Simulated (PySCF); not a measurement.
Below is a simulated gas-phase Cl 2p photoelectron spectrum of `C(=C\[SiH3])/[SiH2]Cl`.

Every computed line was given a Gaussian of 0.8 eV full width at half maximum and an area set by the number of equivalent atoms (split 2:1 within a doublet); the highest printed point is 100. Computed with delta-SCF UKS SCAN, pcX-2 on the ionised atom, pcseg-1 elsewhere, spin-free X2C in PySCF.

binding energy (eV), intensity and a bar:
```
    204.8          0 
    204.9          1 
    205.0          2 #
    205.1          5 #
    205.2          9 ###
    205.3         17 #####
    205.4         28 ########
    205.5         43 #############
    205.6         60 ##################
    205.7         78 #######################
    205.8         92 ############################
    205.9        100 ##############################
    206.0         99 ##############################
    206.1         91 ###########################
    206.2         76 #######################
    206.3         58 #################
    206.4         41 ############
    206.5         27 ########
    206.6         16 #####
    206.7         10 ###
    206.8          7 ##
    206.9          8 ##
    207.0         12 ###
    207.1         18 #####
    207.2         26 ########
    207.3         34 ##########
    207.4         43 #############
    207.5         48 ##############
    207.6         50 ###############
    207.7         48 ##############
    207.8         42 #############
    207.9         34 ##########
    208.0         25 #######
    208.1         17 #####
    208.2         10 ###
    208.3          6 ##
    208.4          3 #
    208.5          1 
    208.6          1 
    208.7          0
```

How many maxima does the curve show, and how many computed lines lie under it?

The curve has 2 maxima (at 205.9 and 207.6 eV). Under it lie 2 lines from 1 inequivalent chlorine site, drawn as a 2p3/2, 2p1/2 pair.

Decompose the envelope and assign each component. Numbering: `[SiH3:1]/[CH:2]=[CH:3]/[SiH2:4][Cl:5]`.

```tsv
position (eV)	relative area	line	atoms	environment
205.94	0.67	Cl 2p3/2	Cl5	silicon-bound chlorine
207.60	0.33	Cl 2p1/2	Cl5	silicon-bound chlorine
```

Shake-up satellites, vibrational structure and lifetime widths aren't simulated. Spin–orbit coupling isn't in the SCF: each 2p doublet comes from a relaxed spin-free hole plus a matrix of the shell (mean-field spin–orbit coupling and the ground-state 2p splitting), with 2p3/2 averaged over its two sublevels. 2p1/2 minus 2p3/2 (ligand field included): Cl 1.65 eV. Isolated species at its PBE0-D3(BJ)/def2-SVP geometry (one conformer only).

The run took 79 s on Arm Neoverse N1, one thread, shared host, and the process peaked at 0.54 GiB of memory.

Shape of the structure used: `[SiH3:1]/[CH:2]=[CH:3]/[SiH2:4][Cl:5]`: C2–C3–Si4–Cl5 -2°.
